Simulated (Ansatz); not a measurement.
Geometry optimisation, DFT LDA, scalar-relativistic, plane waves, PAW in Ansatz 0.2.0.

Input:

```yaml
crystal:
  lattice:
    - [5.048742, 0.0, 0.0]
    - [0.0, 5.048742, 0.0]
    - [0.0, 0.0, 15.835561]
  atoms:
    - { symbol: H, position: [0.4277868, 0.0, 0.063149] }
    - { symbol: H, position: [0.0722132, 0.0, 0.063149] }
    - { symbol: H, position: [0.9277868, 0.0, 0.063149] }
    - { symbol: H, position: [0.5722132, 0.0, 0.063149] }
    - { symbol: H, position: [0.4277868, 0.5, 0.063149] }
    - { symbol: H, position: [0.0722132, 0.5, 0.063149] }
    - { symbol: H, position: [0.9277868, 0.5, 0.063149] }
    - { symbol: H, position: [0.5722132, 0.5, 0.063149] }
    - { symbol: C, position: [0.25, 0.0, 0.1032297] }
    - { symbol: C, position: [0.75, 0.0, 0.1032297] }
    - { symbol: C, position: [0.25, 0.5, 0.1032297] }
    - { symbol: C, position: [0.75, 0.5, 0.1032297] }
    - { symbol: C, position: [0.25, 0.25, 0.1595902] }
    - { symbol: C, position: [0.75, 0.25, 0.1595902] }
    - { symbol: C, position: [0.25, 0.75, 0.1595902] }
    - { symbol: C, position: [0.75, 0.75, 0.1595902] }
    - { symbol: C, position: [0.0, 0.25, 0.2159507] }
    - { symbol: C, position: [0.5, 0.25, 0.2159507] }
    - { symbol: C, position: [0.0, 0.75, 0.2159507] }
    - { symbol: C, position: [0.5, 0.75, 0.2159507] }
    - { symbol: C, position: [0.0, 0.0, 0.2723112] }
    - { symbol: C, position: [0.5, 0.0, 0.2723112] }
    - { symbol: C, position: [0.0, 0.5, 0.2723112] }
    - { symbol: C, position: [0.5, 0.5, 0.2723112] }
    - { symbol: C, position: [0.25, 0.0969069, 0.3261457] }
    - { symbol: C, position: [0.75, 0.0969069, 0.3261457] }
    - { symbol: C, position: [0.25, 0.4030931, 0.3034121] }
    - { symbol: C, position: [0.75, 0.4030931, 0.3034121] }
    - { symbol: H, position: [0.25, 0.4791182, 0.3685099] }
    - { symbol: H, position: [0.75, 0.4791182, 0.3685099] }
    - { symbol: F, position: [0.5074655, 0.415637, 0.3962955] }
    - { symbol: H, position: [0.33911, 0.414591, 0.4215551] }
basis:
  ecutwfc: 420.0
kpoints:
  mp_grid: { grid: [2, 2, 1] }
hamiltonian:
  xc: lda
  pseudopotentials: { kind: paw, azcp: { folder: soft_1 } }
scf:
  occupations: { method: gaussian, width: 0.02 }
  lower_state_search: "off"
relax:
  f_tol: 0.03
  max_steps: 60
  adjacent_minimum: "off"
  constraints: [{ sites: [0, 1, 2, 3, 4, 5, 6, 7, 8, 9, 10, 11, 12, 13, 14, 15] }]
```

Command:

```bash
$ ansatz run input.yaml --threads 1 --pin off --max-ram 3072MiB --backend cpu --events-out ev --progress --plain --runs-dir out
```

Task: Where does it end, and by what steps?

Result: The forces met the threshold. The force dipped under the threshold on the way, but the program's further checks kept it going. Limits of this set-up: coarse k mesh, thin slab, slab without dipole correction, no dispersion correction for a molecule that may bind weakly, PAW files made for another functional. After 32 steps the energy has fallen by 15.421 eV; F31 moved furthest, 2.49 Å. The start is strongly strained (largest force component 11 eV/Å), so its close contacts needn't be bonds. Parted: F31–H32 (0.94 → 2.54 Å). Joined: C25–H32 (2.25 → 1.10 Å), C26–F31 (2.31 → 1.38 Å).

```json
{"step": "0", "energy less start (eV)": "0.0000", "largest force component (eV/Å)": "11.469", "accepted": "yes"}
{"step": "2", "energy less start (eV)": "-8.2093", "largest force component (eV/Å)": "4.806", "accepted": "yes"}
{"step": "4", "energy less start (eV)": "-9.9700", "largest force component (eV/Å)": "1.915", "accepted": "yes"}
{"step": "6", "energy less start (eV)": "-10.6141", "largest force component (eV/Å)": "1.344", "accepted": "yes"}
{"step": "8", "energy less start (eV)": "-10.9128", "largest force component (eV/Å)": "0.757", "accepted": "yes"}
{"step": "10", "energy less start (eV)": "-11.1076", "largest force component (eV/Å)": "0.334", "accepted": "yes"}
{"step": "12", "energy less start (eV)": "-11.3303", "largest force component (eV/Å)": "0.487", "accepted": "yes"}
{"step": "14", "energy less start (eV)": "-11.5055", "largest force component (eV/Å)": "0.551", "accepted": "yes"}
{"step": "16", "energy less start (eV)": "-11.6332", "largest force component (eV/Å)": "0.245", "accepted": "yes"}
{"step": "18", "energy less start (eV)": "-11.7958", "largest force component (eV/Å)": "0.537", "accepted": "yes"}
{"step": "20", "energy less start (eV)": "-12.3435", "largest force component (eV/Å)": "1.383", "accepted": "yes"}
{"step": "22", "energy less start (eV)": "-13.3134", "largest force component (eV/Å)": "2.440", "accepted": "yes"}
{"step": "24", "energy less start (eV)": "-14.6529", "largest force component (eV/Å)": "2.975", "accepted": "yes"}
{"step": "26", "energy less start (eV)": "-15.3494", "largest force component (eV/Å)": "0.632", "accepted": "yes"}
{"step": "28", "energy less start (eV)": "-15.4208", "largest force component (eV/Å)": "0.060", "accepted": "yes"}
{"step": "30", "energy less start (eV)": "-15.4209", "largest force component (eV/Å)": "0.070", "accepted": "yes"}
{"step": "32", "energy less start (eV)": "-15.4212", "largest force component (eV/Å)": "0.011", "accepted": "yes"}
```

```xyz
32
Lattice="5.0487 0.0000 0.0000 0.0000 5.0487 0.0000 0.0000 0.0000 15.8356" Properties=species:S:1:pos:R:3
H 2.160 0.000 1.000
H 0.365 0.000 1.000
H 4.684 0.000 1.000
H 2.889 0.000 1.000
H 2.160 2.524 1.000
H 0.365 2.524 1.000
H 4.684 2.524 1.000
H 2.889 2.524 1.000
C 1.262 0.000 1.635
C 3.787 0.000 1.635
C 1.262 2.524 1.635
C 3.787 2.524 1.635
C 1.262 1.262 2.527
C 3.787 1.262 2.527
C 1.262 3.787 2.527
C 3.787 3.787 2.527
C -0.001 1.265 3.338
C 2.525 1.265 3.338
C 0.001 3.786 3.475
C 2.524 3.786 3.475
C 0.004 0.085 4.299
C 2.520 0.085 4.299
C 0.000 2.440 4.303
C 2.524 2.440 4.303
C 1.262 0.458 5.109
C 3.787 0.461 5.081
C 1.262 2.076 5.104
C 3.787 2.077 5.098
H 1.262 2.504 6.120
H 3.787 2.470 6.128
F 3.787 -0.073 6.355
H 1.262 0.031 6.123
```

Time of the run: 2.7 min on 1 thread of Arm Neoverse V2, with other jobs on the host, peak memory 0.53 GiB.
